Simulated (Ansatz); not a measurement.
Zn(SeH)(SiH3) (H4SeSiZn), SMILES [SeH][Zn][SiH3].

The structure is a stationary point at B3LYP-D3(BJ)/def2-SVP. One conformer was computed; it need not be the lowest.

Two levels are set side by side: PBE/def2-SVPD (Ansatz, an electronic-structure program) and PBE0/def2-SVPD (Ansatz). Energy differences of separate SCF runs at the same geometry; the states with an electron removed or added have multiplicity 2 and 2. Differences are taken from unrounded values.

| quantity | PBE |
|---|---|
| vertical ionisation energy (eV) | 8.89 |
| vertical singlet–triplet gap (eV) | 4.24 |

Q: These are the PBE values. What does PBE0 give? (An estimate is asked for; the answer gives what the named calculation found.)

A: 
```csv
quantity,PBE0,PBE minus PBE0
vertical ionisation energy (eV),9.04,-0.15
vertical singlet–triplet gap (eV),4.50,-0.25
```
